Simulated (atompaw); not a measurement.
**What one change does to a pseudopotential (arsenic (As), PAW (atompaw))**

arsenic (As), PAW, made with atompaw 4.2.0.5 (PBE, scalar-relativistic). Core [Ar] 3d10, reference 4s1 4p4. Waves: 4s (bound): rc 1.75 bohr; 4s channel at 0.25 Ry: rc 1.75 bohr; 4p (bound): rc 1.75 bohr; 4p channel at 0.2 Ry: rc 1.75 bohr; 4d channel at 0.1 Ry: rc 1.75 bohr; 4d channel at 2.35 Ry: rc 1.30 bohr. Local part: troulliermartins scheme with l = 3 at 0.5 Ry, radius 1.15 bohr. Core correction: smooth core density matched at 1.50 bohr. Augmentation charge: sinc compensation charge, radius 1.75 bohr; PAW radius 1.75 bohr; waves and projectors: custom rrkj gramschmidtortho.

All-electron outer shells of the reference configuration (PBE, scalar-relativistic, ld1.x):

| shell | level (eV) | outermost node (bohr) | outermost maximum (bohr) |
| --- | --- | --- | --- |
| 3p | -135.37 | 0.22 | 0.52 |
| 3d | -42.30 | – | 0.47 |
| 4s | -15.37 | 0.73 | 1.61 |
| 4p | -5.84 | 0.78 | 1.95 |

Change: local potential troulliermartins scheme with l = 3 at 0.5 Ry, radius 1.72 bohr.

Cutoffs: the cutoffs (Ry, on a coarse ladder) from which the occupation-weighted sum of valence levels, in a spherical-Bessel basis at the reference potential, stays within 10 and 1 mRy of its value at 400 Ry; they do not see the model core or the augmentation charge, which bear on the density cutoff.

Task: What does the change do?

Result: Both files are so soft that the ladder of cutoffs tells neither apart; the bound ghosts move from d, s to d. A state that the projectors do not describe sees the local part alone, so a deeper or shallower local part can create or remove a ghost.

```tsv
quantity	base	changed
cutoff, loose	8 Ry	8 Ry
cutoff, tight	12 Ry	12 Ry
bound ghosts	s, d	d
s: phases at 1.76 bohr within 0.05 rad from the reference energy up to (Ry; the scan ends near 5)	to the end of the scan	to the end of the scan
p: phases at 1.76 bohr within 0.05 rad from the reference energy up to (Ry; the scan ends near 5)	4.6	to the end of the scan
d: phases at 1.76 bohr within 0.05 rad from the reference energy up to (Ry; the scan ends near 5)	to the end of the scan	to the end of the scan
lowest overlap eigenvalue by channel	s 0.21, p 0.47, d 1.00	s 0.37, p 0.60, d 1.00
```

 A true bound ghost makes a file unfit for plane-wave use even where its test errors are small: the radial tests pick states by their node count and pass the ghost by. The cutoffs see the waves, projectors and local potential, not the compensation charge or the core.
